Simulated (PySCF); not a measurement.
**Unknown compound**

An unknown has the formula C4H5NOSi. Its calculated NMR data are:

¹H NMR (400 MHz, computed): δ 12.09 (d, 1H), 6.99 (m, 1H), 6.61 (m, 1H), 6.51 (m, 1H), 4.88 (m, 1H).

¹³C{¹H} NMR (computed): δ 238.1 (CH), 152.6 (CH2), 128.2 (CH), 122.4 (C).

Level of theory: structure optimised with GFN2-xTB, GIAO PBE0/pcSseg-1 shieldings, in PySCF (non-relativistic, one conformer, no solvent).

Scale: ¹H, ¹³C against TMS (reference shieldings calculated alike).

Problem. What is the structure?

Solution. 
Rings plus π bonds: 4 (no ring in the answer). 4 carbon signals for 4 carbons: no two carbons are equivalent. Carbon types of the structure: 1 × C, 2 × CH, 1 × CH2, leaving 1 H on heteroatoms. δC 238.1: carbonyl carbon. δC 152.6: terminal =CH2 carbon; an sp2 carbon of a C=C bond. δC 128.2: alkene CH; as expected for a trigonal carbon in a double bond. δC 122.4: nitrile carbon; typical of a nitrile. δH 12.09: hydrogen on a carbonyl carbon. δH 6.99, 6.61: hydrogen on a terminal =CH2 carbon; a vinylic proton, deshielded by the sp2 carbon and the C=C anisotropy. δH 6.51: hydrogen on an alkene CH; attached to an sp2 carbon and in the plane of the double bond.

These data were computed for SMILES C=C[Si@H](C#N)C=O.

The shifts were computed for this structure.

Shifts are as computed. Against solution values, carbons near 30 ppm lie about +3 ppm off and those near 130 ppm about +5 ppm. Of 1309 compounds with measured shifts, 239 miss one by over three times the rms of a fit or turn the order of signals round; such compounds aren't used in these exercises. No couplings were computed; multiplicities are counted from neighbouring protons, with m where these are inequivalent, close in shift, in a saturated or five-membered ring or joined by F or P, and br s for small geminal =CH2 splittings.
